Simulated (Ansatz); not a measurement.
Born–Oppenheimer molecular dynamics of H5NSSi2 (9 atoms, charge 0, multiplicity 1). It starts at the highest image of a converged band. Of that band: Neighbouring images differ by up to 1.6 eV, so the band resolves the path poorly. A vibrational analysis at the climbing image gives one clearly imaginary mode, 120i cm⁻¹: a first-order saddle point.

Method: RKS PBE-D4/def2-SVP (Ansatz).

```yaml
ensemble: NVE (velocity Verlet)
time_step: 0.5 fs
steps_asked: 200
starting_velocities_drawn_for: 100 K
seed: 12387
```

First frame:

```xyz
9
Properties=species:S:1:pos:R:3
N 0.052 1.407 -0.598
Si -0.267 0.180 0.424
Si 1.160 -1.699 0.143
S -1.708 -0.001 2.031
H 1.254 -0.340 -1.151
H -0.400 2.331 -0.602
H 2.000 -0.781 -1.066
H 0.216 -2.285 -0.917
H -2.308 1.188 1.736
```

(1) How far do the bonds stretch over the last three quarters of this one trajectory? (Pairs bonded in most of those frames.)

## Answers

(1) 
```tsv
bond	mean (Å)	spread (Å)	shortest	longest
N1–Si2	1.628	0.012	1.61	1.65
N1–H6	1.030	0.022	1.00	1.06
Si2–Si3	2.380	0.011	2.36	2.40
Si2–S4	2.175	0.022	2.14	2.20
Si3–H7	1.733	0.036	1.67	1.79
Si3–H8	1.536	0.006	1.53	1.55
S4–H9	1.364	0.016	1.34	1.39
H5–H7	0.875	0.014	0.85	0.90
```

Mean temperature of the second half: 52 K. The conserved energy stayed within 0.077 meV per atom of its start (net change 0.0093 meV per atom), so the integration is sound. The temperature averaged 0.52 of the 100 K drawn at the start: a run that starts near a minimum puts about half its kinetic energy into the potential. A run of 0.1 ps of so small a system gives no equilibrium averages. The orbitals stay closed-shell, which can raise the energy where a bond breaks towards radicals; this wasn't checked here.

Time of the run: 8 min on 2 threads of Arm Neoverse N1, with other jobs on the host, peak memory 0.13 GiB.
